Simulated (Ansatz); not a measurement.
Molecule: CH₅BO, net charge 0, singlet state. SMILES: BOC
Coordinates optimised at B3LYP-D3(BJ)/def2-TZVP (Ansatz, a first-principles code):
```
O
B 1 1.3413
C 1 1.4248 2 122.78
H 3 1.0902 1 108.62 2 -120.82
H 3 1.0902 4 108.94 1 118.15
H 3 1.0921 4 109.73 5 120.14
H 2 1.1924 1 116.95 3 -180.00
H 2 1.1992 7 122.74 1 -180.00
```

Quantity: vertical triplet-singlet gap (E(triplet) - E(singlet); each state is the SCF solution reached for its spin), in kJ/mol. Cores are frozen in the correlated levels unless marked. Open shells are spin-unrestricted. No spin-orbit coupling. Non-relativistic. Basis-set limits of correlation are two-point, X^-3; Hartree-Fock from the larger set.

Level to compare with: CCSD(T)/CBS(aug-cc-pVTZ,aug-cc-pVQZ) (Ansatz), 599.0 kJ/mol. It is a level with limits of its own, and the differences hold the functionals' basis error too.

### Question
Rank these functionals by how close they come to CCSD(T)/CBS(aug-cc-pVTZ,aug-cc-pVQZ), closest first: B3LYP/def2-TZVPD (Ansatz); CAM-B3LYP/def2-TZVPD (Ansatz); wB97X-V/def2-TZVPD (Ansatz).

### Answer
wB97X-V/def2-TZVPD (range-separated hybrid with VV10, 588.7 kJ/mol, difference -10.3), CAM-B3LYP/def2-TZVPD (range-separated hybrid, 570.5 kJ/mol, difference -28.5), B3LYP/def2-TZVPD (global hybrid, 557.1 kJ/mol, difference -41.9)
